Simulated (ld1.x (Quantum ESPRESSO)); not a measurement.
Before and after: RRKJ potential for Xe

```json
{
  "Element": "xenon (Xe)",
  "Generator": "ld1.x (Quantum ESPRESSO) 7.5",
  "Type": "norm-conserving RRKJ (Kleinman–Bylander form)",
  "Functional": "PBEsol",
  "Relativity": "scalar-relativistic",
  "Frozen core": "[Kr]",
  "Valence charge": "18",
  "Reference configuration": "4d10 5s2 5p6",
  "Partial waves": "5p (bound): rc 1.50 bohr; 4d (bound): rc 1.20 bohr; 5s (bound): rc 1.45 bohr",
  "Local potential": "the s channel",
  "Core correction": "Bessel-smoothed model core, default radius (core density twice the valence density)"
}
```

Change: wave 5s (bound): rc 1.45 bohr becomes 5s (bound): rc 1.12 bohr.

Cutoffs: the cutoffs (Ry, on a coarse ladder) from which the occupation-weighted sum of valence levels, in a spherical-Bessel basis at the reference potential, stays within 10 and 1 mRy of its value at 400 Ry; they do not see the model core or the augmentation charge, which bear on the density cutoff. Errors are all-electron minus pseudo energies relative to the spin-unpolarised reference configuration.

How do hardness, ghosts and transferability respond?

The potential gets harder (110 Ry and 140 Ry → 200 Ry and 300 Ry); a bound ghost appears in p, s, which as a rule spoils a file; of the 7 tests that both files solve, the error grows in 5 and shrinks in 2 by more than 15 % and 0.3 meV (median size 3.4 → 6.0 meV); the range in which the s phases agree narrows (upper end 2.5 → -1.2). A smaller radius makes the pseudo-wave follow the all-electron one further in, where it bends more sharply, so more plane waves are needed.

```csv
quantity,base,changed
"cutoff, loose",110 Ry,200 Ry
"cutoff, tight",140 Ry,300 Ry
loose cutoff by channel (10 mRy a level),"p 45 Ry, d 90 Ry, s 35 Ry","p 45 Ry, d 90 Ry, s 180 Ry"
bound ghosts,none,"p, s (extra level of the local part)"
"error for 4d10 5s2 5p5, meV [ΔE 12.55 eV]",-1.1,-3.6
"error for 4d10 5s2 5p4, meV [ΔE 34.33 eV]",+3.4,-5.1
"error for 4d10 5s2 5p3, meV [ΔE 66.10 eV]",+17,+6.0
"error for 4d10 5s2 5p5.5, meV [ΔE 5.18 eV]",-1.0,-1.6
"error for 4d9 5s2 5p6, meV [ΔE 67.65 eV]",-335,+265
"error for 4d10 5s1 5p6, meV [ΔE 24.73 eV]",+1.3,+12
"error for 4d10 5s2 5p2, meV [ΔE 108.49 eV]",+41,+48
s: phases at 1.66 bohr within 0.05 rad from the reference energy up to (Ry; the scan ends near 5),2.5,-1.2
p: phases at 1.66 bohr within 0.05 rad from the reference energy up to (Ry; the scan ends near 5),to the end of the scan,to the end of the scan
d: phases at 1.66 bohr within 0.05 rad from the reference energy up to (Ry; the scan ends near 5),-0.5,0.4
```

 A true bound ghost makes a file unfit for plane-wave use even where its test errors are small: the radial tests pick states by their node count and pass the ghost by.
